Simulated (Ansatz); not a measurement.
One change: `C[Te]C` becomes `COC`.

Ansatz, PBE0-D4/def2-TZVP geometries, multiplicity 1. 

Elements past krypton have def2 core potentials.

```csv
property,`C[Te]C`
HOMO energy (ωB97M-V/def2-TZVPP) / eV,-7.78
HOMO–LUMO gap (PBE/def2-TZVPP) / eV,3.43
LUMO energy (ωB97M-V/def2-TZVPP) / eV,1.34
LUMO energy (PBE/def2-TZVPP) / eV,-1.19
HOMO energy (PBE0/def2-TZVPP) / eV,-5.65
HOMO–LUMO gap (PBE0/def2-TZVPP) / eV,5.28
```

**Question.** Give the same properties after the change, and the shifts. (An estimate is asked.)

**Answer.** Computed: 
```json
{"property": "HOMO energy (ωB97M-V/def2-TZVPP) / eV", "`COC`": "-9.84", "shift": "-2.06"}
{"property": "HOMO–LUMO gap (PBE/def2-TZVPP) / eV", "`COC`": "6.41", "shift": "2.98"}
{"property": "LUMO energy (ωB97M-V/def2-TZVPP) / eV", "`COC`": "2.89", "shift": "1.55"}
{"property": "LUMO energy (PBE/def2-TZVPP) / eV", "`COC`": "0.58", "shift": "1.77"}
{"property": "HOMO energy (PBE0/def2-TZVPP) / eV", "`COC`": "-7.42", "shift": "-1.77"}
{"property": "HOMO–LUMO gap (PBE0/def2-TZVPP) / eV", "`COC`": "8.83", "shift": "3.55"}
```

With PBE0 the HOMO falls by 1.77 eV and the LUMO rises by 1.78 eV, so the gap widens by about 3.55 eV. PBE moves the HOMO by -1.20 eV and ωB97M-V by -2.06 eV.

Spin–orbit coupling is left out; it splits and shifts lone-pair levels of the heavy atoms by tenths of an eV.
